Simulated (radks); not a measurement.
Species: the cerium ion Ce3+. Configuration: [Kr] 4d10 4f1 5s1.75 5p6 6p0.25 (fractional occupations, a model configuration).

Calculated with a radial shooting solver on a logarithmic mesh with Libxc functionals: scalar-relativistic Kohn-Sham, revPBE, spin-polarised, spherical densities, finite nucleus; open shells are filled with parallel spins first (spin-orbit coupling, left out, can overturn this in heavy ions); Fermi nuclear charge, rms radius 4.8771 fm.

Energy parts (eV):
total: -241053.46
kinetic: 255475.08
electron-nucleus: -582487.23
Hartree: 91639.51
exchange-correlation: -5680.82

Orbitals (lengths in bohr, moments of r in powers of bohr; <r^-3> diverges for s and p1/2; r(90%) holds 90 % of the orbital's charge):
orbital  occ.  eigenvalue (eV)  <r^-3>  r(90%)      <r^2>      <r>
1s up       1        -40293.52       -  0.0443  0.0008208  0.02457
1s down     1        -40293.49       -  0.0443  0.0008208  0.02457
2s up       1        -6473.372       -   0.163    0.01306   0.1052
2s down     1        -6473.356       -   0.163    0.01306   0.1052
2p up       3        -5800.155    7971   0.150    0.01041  0.09237
2p down     3        -5800.137    7971   0.150    0.01041  0.09237
3s up       1        -1414.167       -   0.409    0.08869   0.2786
3s down     1        -1413.885       -   0.409    0.08867   0.2786
3p up       3        -1200.044    1596   0.414    0.08873   0.2767
3p down     3        -1199.762    1596   0.414    0.08869   0.2766
3d up       5        -895.9619   218.7   0.396    0.07580   0.2536
3d down     5        -895.7387   218.7   0.396    0.07576   0.2535
4s up       1        -306.8248       -   0.915     0.4580   0.6373
4s down     1        -306.0169       -   0.914     0.4578   0.6371
4p up       3        -236.9273   343.5   0.981     0.5173   0.6747
4p down     3        -236.1040   343.6   0.980     0.5169   0.6745
4d up       5        -136.3099   38.71    1.12     0.6411   0.7438
4d down     5        -135.4507   38.74    1.12     0.6405   0.7434
4f up       1         -30.7873   4.428    1.77      1.393    1.046
4f down     0         -29.9236   4.413    1.79      1.413    1.051
5s up       1         -65.5504       -    2.13      2.500    1.495
5s down  0.75         -64.7689       -    2.14      2.517    1.500
5p up       3         -47.6053   53.74    2.45      3.249    1.700
5p down     3         -46.9585   52.90    2.46      3.278    1.707
5d up       0         -24.8404   3.976    3.41      6.027    2.298
5d down     0         -24.4262   3.880    3.43      6.088    2.311
5f up       0         -10.1542  0.2310    6.98      25.42    4.739
6s up       0         -21.4481       -    4.77      12.71    3.381
6s down     0         -21.1154       -    4.72      12.53    3.361
6p up    0.25         -16.9350   10.31    5.60      17.41    3.955

The highest occupied level is 6p up at -16.935 eV. The configuration is held as typed, so some empty levels lie below it. Summed over all electrons, <r^2> = 41.70 bohr^2, which gives a Langevin (diamagnetic) susceptibility term of -33 x 10^-6 cm^3/mol. The density falls to 0.001 e/bohr^3 at r = 3.67 bohr. The electron density at the nucleus is 3.979e+05 e/bohr^3 (large components only).
